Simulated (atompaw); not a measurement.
**An all-electron radial function and its pseudo partner (H)**

Columns: radius, all-electron u(r) and pseudo u(r) of the 1s shell (level -6.49 eV) of hydrogen in the configuration 1s1; PBE, non-relativistic, PAW (atompaw) scheme, atompaw 4.2.0.5.

```
r (bohr)  all-electron  pseudo
   0.040        0.0738  0.0485
   0.081        0.1433  0.0979
   0.121        0.2055  0.1454
   0.162        0.2638  0.1931
   0.202        0.3158  0.2384
   0.242        0.3632  0.2824
   0.283        0.4074  0.3259
   0.323        0.4464  0.3665
   0.363        0.4817  0.4052
   0.404        0.5143  0.4428
   0.444        0.5428  0.4772
   0.485        0.5688  0.5100
   0.525        0.5914  0.5394
   0.565        0.6114  0.5662
   0.606        0.6293  0.5909
   0.646        0.6446  0.6123
   0.687        0.6580  0.6315
   0.727        0.6691  0.6480
   0.767        0.6785  0.6622
   0.808        0.6863  0.6747
   0.848        0.6924  0.6848
   0.888        0.6971  0.6928
   0.929        0.7005  0.6987
   0.969        0.7026  0.7021
   1.010        0.7036  0.7036
   1.050        0.7035  0.7035
```

How many radial nodes do the two functions have?

The all-electron 1s function has n − l − 1 = 0; the pseudo-wave has 0.

Where does each function peak?

Outermost all-electron maximum near 1.01 bohr, pseudo maximum near 1.01 bohr (to the table’s step).

Is the pseudo-wave norm-conserving?

No, it belongs to a PAW set: the norm inside the radius is not constrained, and the difference is carried by the augmentation charge.
